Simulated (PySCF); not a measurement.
# Se₄, singlet: molecular constants

Computed with PBE0/[Se def2-SVP], no relativity, density fitting, PySCF.

The structure is a higher-order saddle point with 2 imaginary modes.

Z-matrix (Å, degrees; charge 0 multiplicity 1):
```
Se
Se 1 2.2585
Se 1 2.4651 2 71.05
Se 1 2.4651 2 71.05 3 180.00
```

* Point group: C2v
* Bond lengths: Se–Se 2.258 Å, Se–Se 2.465 Å (×2), Se–Se 2.750 Å (×2)
* Bond angles: Se–Se–Se 51.0° (×2), Se–Se–Se 58.0° (×2), Se–Se–Se 71.0° (×2), Se–Se–Se 116.0°, Se–Se–Se 142.1°
* Rotational constants: 0.07935, 0.0194, 0.01559 cm⁻¹
* Principal polarisabilities: 52.0, 76.8, 196.7 bohr³
* Zero-point energy (real modes): 4.7 kJ/mol
* Atomisation energy without zero-point energy: 496 kJ/mol
* Principal quadrupole moments (Buckingham, traceless) about the centre of mass: -5.50, -0.62, 6.12 D Å
* Dipole moment: 0.58 D
* Lowest empty level: -5.18 eV
* Highest occupied level: -6.39 eV

Harmonic modes (masses in u: Se 79.917):
```tsv
symmetry	ω (cm⁻¹)	IR (km/mol)
b1	312i	–
b2	219i	–
a1	45	0.1
b2	195	40.7
a1	198	0.0
a1	340	0.0
```

In C2v the vibrations span b1 + 2b2 + 3a1. Here b1 is antisymmetric to the molecular plane and b2 lies in it.

Charges (e):
| atom | Mulliken | Löwdin | polar tensor | Mayer order to Se1 |
| --- | --- | --- | --- | --- |
| Se1 | 0.25 | 0.23 | 0.77 | – |
| Se2 | 0.06 | 0.02 | 0.36 | 1.00 |
| Se3,4 | -0.16 | -0.13 | -0.57 | 1.02 |
Other Mayer orders above 0.3: Se–Se 0.55 (×2), Se–Se 0.94.

Mulliken populations on Se1: s 7.93, p 15.60, d 10.22.

Other isomers or separated fragments may lie lower. At this level a singlet minimum of D2d symmetry lies 253 kJ/mol below this structure. The small gap makes a closed-shell description doubtful.

The final relaxation and frequency run took about 7 core-minutes on a shared host.
